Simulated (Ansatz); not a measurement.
System: HSiO, charge 0, doublet. HSiO (SMILES O=[SiH], doublet).
B3LYP-D3(BJ)/def2-TZVP minimum from Ansatz (a first-principles code):
```xyz
3

Si    -0.0147    -0.5041    -0.0112
O     -0.1485     1.0191     0.0164
H      1.3936    -1.0954     0.0249
```
Charge 0, spin multiplicity 2.

Quantity: atomisation energy (electronic, to ground-state atoms), in kcal/mol. Open shells are spin-unrestricted; no spin-orbit coupling. CBS(X,Y): correlation extrapolated as X^-3, Hartree-Fock from the larger set (Q,5: extrapolated as (X+1)exp(-9√X)). A bracket is a step between two methods taken in the basis named. Functionals run without relativity, which enters their misses. Double hybrids freeze cores in their MP2 part. 'core' is core correlation in cc-pwCVTZ (1s frozen past Ne), 'X2C' scalar relativity in cc-pVTZ-DK, both at CCSD(T). Where a partner has so few electrons that a lower coupled-cluster level is exact, that level stands in.

CCSD(T)/CBS(cc-pV(Q+d)Z,cc-pV(5+d)Z) + [CCSDT(Q) - CCSD(T)]/cc-pV(T+d)Z + [CCSDTQ - CCSDT(Q)]/cc-pV(D+d)Z + core + X2C (Ansatz) gives 217.0 kcal/mol.

Question: How far off this value is PBE/def2-TZVPD (Ansatz), in which direction, and which of these levels come nearer: r2SCAN/def2-TZVPD, PBE0/def2-TZVPD, wB97M-V/def2-TZVPD, B2PLYP/def2-TZVPD, CCSD(T)/CBS(cc-pV(Q+d)Z,cc-pV(5+d)Z) + core + X2C?

Answer: PBE gives 223.7 kcal/mol, 6.7 kcal/mol above it. Differences of the others: r2SCAN/def2-TZVPD (Ansatz) 2.0; PBE0/def2-TZVPD (Ansatz) -6.7; wB97M-V/def2-TZVPD (Ansatz) -1.5; B2PLYP/def2-TZVPD (Ansatz) -1.5; CCSD(T)/CBS(cc-pV(Q+d)Z,cc-pV(5+d)Z) + core + X2C (Ansatz) -0.5 kcal/mol. Nearer than PBE: r2SCAN/def2-TZVPD, wB97M-V/def2-TZVPD, B2PLYP/def2-TZVPD, CCSD(T)/CBS(cc-pV(Q+d)Z,cc-pV(5+d)Z) + core + X2C.
